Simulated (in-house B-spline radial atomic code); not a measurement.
# Binding energies in O³⁺

NIST's tabulated ground configuration is [He] 2s2 2p1; each binding energy is the energy of the ion with one electron taken from that subshell, relaxed, less that of the parent. Level of theory: Dirac-Hartree-Fock, average of configuration, Fermi nucleus of rms radius 2.6991 fm; calculated with a B-spline radial code for spherical atoms. Energies include first-order Breit, QED and recoil terms.

```csv
subshell,X-ray name,binding energy (eV),-ε (eV),relaxation (eV)
1s,K,627.9,635.7,7.6
2s,L1,87.69,88.36,0.66
2p,"L2,3",77.19,77.82,0.62
```

Relaxation = -ε minus the binding energy without Breit, QED and recoil terms.

(1) What does it cost to remove two 2s electrons?

(2) What does it cost to remove both a 1s and a 2p electron?

(3) What does it cost to remove two 1s electrons?

Answers

(1) 200.37 eV, which is 25 eV more than the two single binding energies together.

(2) 741.85 eV, which is 36.79 eV more than the two single binding energies together.

(3) 1375.7 eV, which is 119.9 eV more than the two single binding energies together.
